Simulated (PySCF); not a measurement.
**A small calculation by hand: oscillator strength and radiative lifetime**

C4F6, SMILES FC(=C(F)C(=C(F)F)F)F.

The structure is a stationary point at B3LYP-D3(BJ)/def2-SVP. One conformer was computed; it need not be the lowest.

TDA-PBE0/def2-SVPD in PySCF puts the first singlet state with f over 0.02 at 6.48 eV (vertical), with the transition dipole (0.281, -2.599, 0.000) in atomic units.

Question: Find the oscillator strength, the wavelength and the radiative lifetime that this transition would have in vacuum if emission retraced absorption.

Answer: 
|μ|² = 6.8338 au, so |μ| = 6.64 D. ΔE = 6.48/27.211 = 0.2381 hartree. f = (2/3) ΔE |μ|² = 1.085 (the program prints 1.084).
λ = 1239.84/6.48 = 191 nm; ν = 52265 cm⁻¹.
Einstein's coefficient A = 0.6670 ν² f s⁻¹ (ν in cm⁻¹) = 2.0e9 s⁻¹, so τ = 1/A = 0.51 ns. This state is S3; the lower singlets have f = 0.002, 0.000. The figure is the radiative limit of this one transition; relaxation, internal conversion, crossing to triplets and a medium change what is measured.
